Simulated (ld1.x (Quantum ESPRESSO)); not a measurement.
## Which setting gave this result? (oxygen (O), PAW)

Base potential:

| Quantity | Value |
| --- | --- |
| Element | oxygen |
| Generator | ld1.x (Quantum ESPRESSO) 7.5 |
| Type | PAW |
| Functional | PBEsol |
| Relativity | scalar-relativistic |
| Frozen core | [He] |
| Valence charge | 6 |
| Reference configuration | 2s2 2p4 |
| Partial waves | 2s (bound): rcut 0.60, rcutus 0.75 bohr; 2s channel at 0.5 Ry: rcut 0.60, rcutus 0.75 bohr; 2p (bound): rcut 0.85, rcutus 1.20 bohr; 2p channel at -0.3 Ry: rcut 0.85, rcutus 1.20 bohr |
| Local potential | all-electron potential smoothed inside 0.55 bohr (lloc = -2) |
| Core correction | Bessel-smoothed model core inside 0.50 bohr |
| Augmentation charge | BESSEL, radius 0.50 bohr |

Cutoffs, loose and tight: the cutoffs (Ry, on a coarse ladder) from which the occupation-weighted sum of valence levels, in a spherical-Bessel basis at the reference potential, stays within 10 and 1 mRy of its value at 400 Ry. They do not see the model core or the augmentation charge, which bear on the density cutoff. Test errors are all-electron minus pseudo excitation energies from the reference, over the configurations 2s2 2p3; 2s2 2p2; 2s2 2p1; 2s1 2p5; 2s2 2p3.5; 2s1 2p4; 2s0 2p6; variants that change the core or the reference have their own tests.

Only the scale of all radii but the core radius (base = 1) is moved (1 further runs of the sweep failed or gave no value and are left out):

| scale of all radii but the core radius (base = 1) | cutoff, loose | cutoff, tight | bound ghosts | largest test error (meV) |
| --- | --- | --- | --- | --- |
| 0.85 | 80 Ry | 140 Ry | none | -14 |
| 0.95 | 70 Ry | 110 Ry | none | -16 |
| 1.07 | 50 Ry | 80 Ry | none | -18 |
| 1.17 | 35 Ry | 70 Ry | none | -20 |
| 1.35 | 30 Ry | 50 Ry | none | -16 |

**Question.** One more run gave cutoff, loose: 30 Ry; cutoff, tight: 55 Ry; bound ghosts: none; largest test error (meV): -18. Which value of the scale of all radii but the core radius (base = 1) was used?

**Answer.** 1.28. The tight cutoff moves one way along this sweep, from 140 Ry at 0.85 to 50 Ry at 1.35, which places the run between 1.17 and 1.35.
